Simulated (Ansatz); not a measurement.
Ansatz (a program for electronic structure) input (B3LYP/LANL2DZ): The .json file is the Basis Set Exchange's LANL2DZ.

Ansatz 0.2 input:
```yaml
crystal:
  periodic: [false, false, false]
  atoms:
    - {symbol: Si, position_ang: [-2.08559800, -0.32704200, 0.17938700]}
    - {symbol: C, position_ang: [-0.27258600, -0.05442500, 0.01055800]}
    - {symbol: C, position_ang: [0.77062900, -1.04095600, -0.16546000]}
    - {symbol: C, position_ang: [1.94629200, -0.37535300, -0.17263600]}
    - {symbol: O, position_ang: [1.73467600, 0.96366800, -0.00743400]}
    - {symbol: C, position_ang: [0.39333600, 1.13632700, 0.10450300]}
    - {symbol: H, position_ang: [-2.83009700, 0.93049000, -0.08303400]}
    - {symbol: H, position_ang: [-2.54741800, -1.42303100, -0.70930800]}
    - {symbol: H, position_ang: [0.63922600, -2.10405900, -0.27797200]}
    - {symbol: H, position_ang: [2.97217700, -0.67869300, -0.28232400]}
    - {symbol: H, position_ang: [0.06104800, 2.15097900, 0.23889000]}
basis:
  gaussian:
    orbitals: LANL2DZ.json
hamiltonian:
  xc: {name: B3LYP}
magnetization: {spin_polarized: true, initial_magnetization: 1}
relax: {f_tol: 0.003, max_steps: 120}
```

Output:

```
Functional definition: B3LYP
integrals: 0.03 GiB planned
955 factors; integrals over basis functions are off by at most 3.0e-4 eV
mean field: 0.38 GiB planned
mean field evaluation 1: about -6370.9778 eV, gradient 3.6e1 eV
mean field evaluation 2: about -6358.3403 eV, gradient 5.5e1 eV
mean field evaluation 4: about -6378.7098 eV, gradient 4.7e0 eV
mean field evaluation 8: about -6378.8270 eV, gradient 2.2e-1 eV
mean field evaluation 16: about -6378.8275 eV, gradient 6.2e-4 eV
mean field -6378.82750449 eV, -234.4175870654 hartree, gradient 2.5e-5 eV, S^2 0.754770; 0 other end points of the search recorded, 0 dependent functions left out
the calculation of the forces begins
reference -6378.82775074 eV, -234.4175961151 hartree; 21, 20 occupied and 42, 43 virtual orbitals, 955 factors
relax step   1: F+E_penalty+E_count = -6378.82750449 eV  Δ(F+E_penalty+E_count) = +0.000e0 eV  max|allowed force component| = 1.528e0 eV/Å  Δτ_max = 0.0000 Å  (35 SCF iters, accepted)
these checks for a lower state are left out or cut short: starts, cluster_reference, orbital_swaps, neighbouring_geometries, increment
integrals: 0.03 GiB planned
955 factors; integrals over basis functions are off by at most 3.0e-4 eV
mean field: 0.38 GiB planned
mean field -6378.90400608 eV, -234.4203984472 hartree, gradient 1.7e-5 eV, S^2 0.755535; 0 other end points of the search recorded, 0 dependent functions left out
the calculation of the forces begins
reference -6378.90425299 eV, -234.4204075206 hartree; 21, 20 occupied and 42, 43 virtual orbitals, 955 factors
relax step   2: F+E_penalty+E_count = -6378.90400608 eV  Δ(F+E_penalty+E_count) = -7.650e-2 eV  max|allowed force component| = 5.401e-1 eV/Å  Δτ_max = 0.0325 Å  (36 SCF iters, accepted)
these checks for a lower state are left out or cut short: starts, cluster_reference, orbital_swaps, neighbouring_geometries, increment
integrals: 0.03 GiB planned
955 factors; integrals over basis functions are off by at most 3.0e-4 eV
mean field: 0.38 GiB planned
mean field evaluation 32: about -6378.9158 eV, gradient 7.2e-2 eV
mean field -6378.91581741 eV, -234.4208325053 hartree, gradient 1.4e-5 eV, S^2 0.755952; 0 other end points of the search recorded, 0 dependent functions left out
the calculation of the forces begins
reference -6378.91606460 eV, -234.4208415896 hartree; 21, 20 occupied and 42, 43 virtual orbitals, 955 factors
relax step   3: F+E_penalty+E_count = -6378.91581741 eV  Δ(F+E_penalty+E_count) = -1.181e-2 eV  max|allowed force component| = 1.475e-1 eV/Å  Δτ_max = 0.0168 Å  (36 SCF iters, accepted)
these checks for a lower state are left out or cut short: starts, cluster_reference, orbital_swaps, neighbouring_geometries, increment
integrals: 0.03 GiB planned
955 factors; integrals over basis functions are off by at most 3.0e-4 eV
mean field: 0.38 GiB planned
mean field -6378.91772588 eV, -234.4209026404 hartree, gradient 1.3e-5 eV, S^2 0.756010; 0 other end points of the search recorded, 0 dependent functions left out
the calculation of the forces begins
reference -6378.91797413 eV, -234.4209117635 hartree; 21, 20 occupied and 42, 43 virtual orbitals, 955 factors
relax step   4: F+E_penalty+E_count = -6378.91772588 eV  Δ(F+E_penalty+E_count) = -1.908e-3 eV  max|allowed force component| = 5.923e-2 eV/Å  Δτ_max = 0.0618 Å  (35 SCF iters, accepted)
these checks for a lower state are left out or cut short: starts, cluster_reference, orbital_swaps, neighbouring_geometries, increment
integrals: 0.03 GiB planned
955 factors; integrals over basis functions are off by at most 3.0e-4 eV
mean field: 0.38 GiB planned
mean field -6378.91805175 eV, -234.4209146159 hartree, gradient 1.9e-5 eV, S^2 0.756021; 0 other end points of the search recorded, 0 dependent functions left out
the calculation of the forces begins
reference -6378.91829995 eV, -234.4209237369 hartree; 21, 20 occupied and 42, 43 virtual orbitals, 955 factors
relax step   5: F+E_penalty+E_count = -6378.91805175 eV  Δ(F+E_penalty+E_count) = -3.259e-4 eV  max|allowed force component| = 1.925e-2 eV/Å  Δτ_max = 0.0075 Å  (29 SCF iters, accepted)
these checks for a lower state are left out or cut short: starts, cluster_reference, orbital_swaps, neighbouring_geometries, increment
integrals: 0.03 GiB planned
955 factors; integrals over basis functions are off by at most 3.0e-4 eV
mean field: 0.38 GiB planned
mean field -6378.91806603 eV, -234.4209151406 hartree, gradient 3.1e-5 eV, S^2 0.756020; 0 other end points of the search recorded, 0 dependent functions left out
the calculation of the forces begins
reference -6378.91831421 eV, -234.4209242611 hartree; 21, 20 occupied and 42, 43 virtual orbitals, 955 factors
relax step   6: F+E_penalty+E_count = -6378.91806603 eV  Δ(F+E_penalty+E_count) = -1.428e-5 eV  max|allowed force component| = 3.803e-3 eV/Å  Δτ_max = 0.0013 Å  (24 SCF iters, accepted)
these checks for a lower state are left out or cut short: starts, cluster_reference, orbital_swaps, neighbouring_geometries, increment
integrals: 0.03 GiB planned
955 factors; integrals over basis functions are off by at most 3.0e-4 eV
mean field: 0.38 GiB planned
mean field -6378.91806631 eV, -234.4209151510 hartree, gradient 2.1e-5 eV, S^2 0.756018; 0 other end points of the search recorded, 0 dependent functions left out
the calculation of the forces begins
reference -6378.91831450 eV, -234.4209242719 hartree; 21, 20 occupied and 42, 43 virtual orbitals, 955 factors
relax step   7: F+E_penalty+E_count = -6378.91806631 eV  Δ(F+E_penalty+E_count) = -2.845e-7 eV  max|allowed force component| = 4.833e-3 eV/Å  Δτ_max = 0.0005 Å  (24 SCF iters, accepted)
these checks for a lower state are left out or cut short: starts, cluster_reference, orbital_swaps, neighbouring_geometries, increment
integrals: 0.03 GiB planned
955 factors; integrals over basis functions are off by at most 3.0e-4 eV
mean field: 0.38 GiB planned
mean field -6378.91806740 eV, -234.4209151911 hartree, gradient 2.4e-5 eV, S^2 0.756020; 0 other end points of the search recorded, 0 dependent functions left out
the calculation of the forces begins
reference -6378.91831559 eV, -234.4209243119 hartree; 21, 20 occupied and 42, 43 virtual orbitals, 955 factors
relax step   8: F+E_penalty+E_count = -6378.91806740 eV  Δ(F+E_penalty+E_count) = -1.091e-6 eV  max|allowed force component| = 4.527e-4 eV/Å  Δτ_max = 0.0002 Å  (23 SCF iters, accepted)
integrals: 0.03 GiB planned
955 factors; integrals over basis functions are off by at most 3.0e-4 eV
mean field: 0.38 GiB planned
mean field evaluation 64: about -6371.1356 eV, gradient 3.5e1 eV
mean field -6378.91806740 eV, -234.4209151911 hartree, gradient 2.4e-5 eV, S^2 0.756020; 1 other end points of the search recorded, 0 dependent functions left out
the calculation of the forces begins
reference -6378.91831559 eV, -234.4209243119 hartree; 21, 20 occupied and 42, 43 virtual orbitals, 955 factors
Total energy: -6378.91831559 eV, -234.4209243119 hartree
Atom 0 at    -2.105023    -0.316776     0.162951 Å, force    -0.000308     0.000142    -0.000111 eV/Å
Atom 1 at    -0.278398    -0.035448     0.014142 Å, force     0.000218    -0.000113     0.000009 eV/Å
Atom 2 at     0.765181    -1.041792    -0.179239 Å, force    -0.000453     0.000279     0.000135 eV/Å
Atom 3 at     1.973991    -0.393523    -0.180013 Å, force    -0.000183     0.000116     0.000038 eV/Å
Atom 4 at     1.774952     0.980822     0.007407 Å, force     0.000172     0.000039    -0.000045 eV/Å
Atom 5 at     0.397728     1.170189     0.124985 Å, force     0.000150    -0.000117     0.000001 eV/Å
Atom 6 at    -2.885572     0.911561    -0.139026 Å, force    -0.000048     0.000037     0.000062 eV/Å
Atom 7 at    -2.556159    -1.475016    -0.651830 Å, force     0.000059    -0.000093     0.000037 eV/Å
Atom 8 at     0.615369    -2.104582    -0.304733 Å, force     0.000235     0.000008    -0.000066 eV/Å
Atom 9 at     2.998700    -0.707971    -0.293146 Å, force     0.000330    -0.000196    -0.000059 eV/Å
Atom 10 at     0.080917     2.190442     0.273673 Å, force    -0.000173    -0.000103    -0.000000 eV/Å
Dipole moment:    -0.006352    -0.135248    -0.019957 e Å
```

The geometry given is a B3LYP-D3(BJ)/def2-TZVP minimum.
